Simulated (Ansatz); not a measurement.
Stepwise reaction of `F[SiH](F)N[SiH3]` with hydrogen chloride, as a gas-phase model of exchange steps in deposition or etching. ΔE in kJ/mol.

Computed with Ansatz on PBE0-D4/def2-TZVP structures; ΔE is electronic, products minus reactants. CCSD(T)/CBS is the MP2 limit (def2-TZVPP, def2-QZVPP) plus CCSD(T) − MP2 in def2-TZVPP, frozen cores. This one scheme is used for every species. DFT in def2-TZVPP. B3LYP here is the variant with VWN-RPA as its local correlation; programs differ in this. Each species was taken in one conformer, which may not be the lowest.

```json
{"step": "1", "reaction": "`F[SiH](F)N[SiH3]` + HCl → `F[SiH](Cl)N[SiH3]` + H–F", "PBE-D4": "41.4", "B3LYP-D4": "51.6", "ωB97M-V": "50.0", "CCSD(T)/CBS": "48.4"}
```

(1) Give the row of step 2, `F[SiH](Cl)N[SiH3]` + HCl → `[SiH3]N[SiH](Cl)Cl` + H–F. (Estimate.)

(2) By hand: ΔE of the 2 steps together at CCSD(T)/CBS.

Answers

(1) Ansatz gave: 
| step | reaction | PBE-D4 | B3LYP-D4 | ωB97M-V | CCSD(T)/CBS |
| --- | --- | --- | --- | --- | --- |
| 2 | `F[SiH](Cl)N[SiH3]` + HCl → `[SiH3]N[SiH](Cl)Cl` + H–F | 41.0 | 50.5 | 50.1 | 47.0 |

(2) (48.4) + (47.0) = 95.4 kJ/mol, or 47.7 kJ/mol a step.

In ΔE the steps differ by no more than 1.4 kJ/mol. All are uphill at CCSD(T)/CBS. PBE-D4 differs from CCSD(T)/CBS by -7.0 to -6.0 kJ/mol a step. Only this route is followed, and other bonds may react first. Isolated molecules leave out the surface, adducts and barriers. Largest T1 diagnostic: 0.011.
